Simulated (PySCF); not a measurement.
**Calcium: highly charged ions in a basis for the neutral atom**

Ca¹¹⁺ [He] 2s2 2p5, Ca¹²⁺ [He] 2s2 2p4. All numbers are calculated (PySCF 2.14, the spin-free X2C one-electron Hamiltonian (Gaussian nucleus), in x2c-SVPall). No spin-orbit coupling, so a gap to NIST mixes the basis error with missing relativistic terms.

Changed run: basis of the neutral atom used for a highly charged ion. This setting is unsound on purpose.

```json
{"species": "Ca¹¹⁺", "method": "UHF", "sound run (hartree)": "not run", "changed run (hartree)": "-621.19470", "converged": "yes"}
{"species": "Ca¹¹⁺", "method": "r2SCAN", "sound run (hartree)": "not run", "changed run (hartree)": "-621.55080", "converged": "yes"}
{"species": "Ca¹¹⁺", "method": "M06-2X", "sound run (hartree)": "not run", "changed run (hartree)": "-621.56322", "converged": "yes"}
{"species": "Ca¹²⁺", "method": "UHF", "sound run (hartree)": "not run", "changed run (hartree)": "-596.80728", "converged": "yes"}
{"species": "Ca¹²⁺", "method": "r2SCAN", "sound run (hartree)": "not run", "changed run (hartree)": "-597.08212", "converged": "yes"}
{"species": "Ca¹²⁺", "method": "M06-2X", "sound run (hartree)": "not run", "changed run (hartree)": "-597.11472", "converged": "yes"}
```

Ionisation energy of Ca¹¹⁺:

```
method  changed run (eV)    NIST (eV)
   UHF            663.62  658.2 ± 0.9
r2SCAN            665.83  658.2 ± 0.9
M06-2X            665.28  658.2 ± 0.9
```

The contracted functions were made for the neutral atom and can be too rigid for a highly charged ion.
